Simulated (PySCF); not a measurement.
Sb(F)5 anion (F₅Sb), SMILES [Sb]([F])([F])([F])([F])[F] (connectivity only; charge and spin as stated), charge -1, multiplicity 2. Coordinates come from a PBE0-D3(BJ)/def2-SVPD optimisation. The multiplicity is an assumed one; no other spin state was optimised. The isomer is the one that the SMILES or the coordinates give; other isomers of the formula were not compared. The def2 effective core potentials stand for the cores of Sb; spin–orbit coupling is left out.

Computed with PySCF with PBE0-D3(BJ)/def2-SVPD.

Harmonic wavenumbers (cm⁻¹): 97, 152, 152, 198, 214, 234, 234, 490, 505, 524, 524, 609. Rotational constants (GHz): 2.327, 2.327, 1.662; symmetry number 4.

**Question.** Work out the zero-point energy and the ideal-gas rigid-rotor harmonic-oscillator thermochemistry at 298.15 K and 1 atm.

**Answer.** ZPE = ½ Σ hcν = ½ × 3934 cm⁻¹ = 23.53 kJ/mol. H − E(el) = 47.00 kJ/mol. Entropy in J/(mol K): translation 175.83, rotation 105.50, vibration 82.13, spin 5.76, total 369.22. G − E(el) = -63.08 kJ/mol. Cp = 112.37 J/(mol K). Modes under 150 cm⁻¹ make the vibrational entropy uncertain.
